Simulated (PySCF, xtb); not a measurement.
Mo(O)2(OH)(NH2) (H3MoNO3), SMILES [NH2][Mo]([OH])(=[O])=[O], multiplicity 1.

GFN2-xTB in xtb at its own geometry gives an orbital gap of 4.60 eV and a dipole moment of 6.53 D.

The structure is a stationary point at B3LYP-D3(BJ)/def2-SVP. A frequency run showed that this geometry is not a minimum. The multiplicity is an assumed one; other spin states were not compared. The def2 effective core potentials stand for the cores of Mo; spin–orbit coupling is left out. Other conformers were not sampled.

Q: What does PySCF with r2SCAN/def2-TZVP give? (An estimate is asked for; the answer gives what the named calculation found.)

A: gap 4.65 eV (levels -7.38 and -2.74 eV), dipole 2.65 D.
